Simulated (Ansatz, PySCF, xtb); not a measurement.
Pair of molecules: H2 (SMILES [H][H]) (first 2 atoms) with CH2O2 (SMILES O=CO); geometry from B3LYP-D3(BJ)/def2-TZVP, rigid monomers moved along the line of their centres of mass till H2···H7 is 3.75 Å.
(charge 0, multiplicity 1):
```xyz
7

H      0.01501     0.41293    -0.44022
H     -0.07755    -0.19628    -0.01959
O     -0.07991    -1.27537     4.45389
C      0.12892    -0.26903     5.06902
O      0.32504     0.94293     4.52662
H      0.18891    -0.19946     6.16266
H      0.26625     0.84901     3.56042
```

```
level                                  interaction energy (meV)  minus CCSD(T)/CBS(aug-cc-pVDZ, aug-cc-pVTZ)   cost
-------------------------------------  ------------------------  -------------------------------------------  -----
GFN-FF                                                     -2.7                                          4.9      -
GFN1-xTB                                                   -3.1                                          4.6      -
HF/STO-3G (no counterpoise)                                -2.0                                          5.7      -
HF/aug-cc-pVDZ                                             -5.0                                          2.7      -
B3LYP/6-311+G** (no counterpoise)                          -2.8                                          4.8      -
B3LYP-D4/def2-TZVPPD                                       -7.6                                          0.0     ×1
MP2/aug-cc-pVDZ                                            -6.6                                          1.0      -
MP2/aug-cc-pVTZ                                            -7.3                                          0.3      -
MP2/CBS(aug-cc-pVDZ, aug-cc-pVTZ)                          -7.4                                          0.2      -
SCS-MP2/aug-cc-pVDZ                                        -6.0                                          1.6      -
SCS-MP2/aug-cc-pVTZ                                        -6.7                                          1.0      -
CCSD(T)/aug-cc-pVDZ                                        -6.8                                          0.9     ×5
CCSD(T)/aug-cc-pVTZ                                        -7.5                                          0.1  ×300*
CCSD(T)/CBS(aug-cc-pVDZ, aug-cc-pVTZ)                      -7.6                                          0.0  ×300*
```

 The comparison column counts from a level with limits of its own.

The rows run from -7.6 (CCSD(T)/CBS(aug-cc-pVDZ, aug-cc-pVTZ)) to -2.0 meV (HF/STO-3G (no counterpoise)). From aug-cc-pVDZ to aug-cc-pVTZ CCSD(T) changes by -0.8.

Counterpoise-corrected where a basis set is named; no monomer relaxation. Rows marked so take none.

Correlated levels freeze the cores. CBS(a, b) extrapolates the correlation energy as X⁻³ and adds the Hartree–Fock energy of set b. Rows in 6-311+G**, STO-3G carry no dispersion term and start afresh at each structure.

Codes used: Ansatz (Gaussian orbitals); PySCF for 6-311+G** rows, STO-3G rows, the dispersion terms; xtb for the GFN methods. Each number belongs to the level named beside it.

Costs are rough ratios of core time to PBE/def2-TZVPPD (about 1.9 s over the structures, on one shared machine); a dash marks a level with no comparable run of its own. A star marks coupled-cluster runs past 200 virtual orbitals, where the program's memory plan changes under this machine's limit, so their costs aren't comparable with smaller runs.

Ansatz is an electronic-structure program.
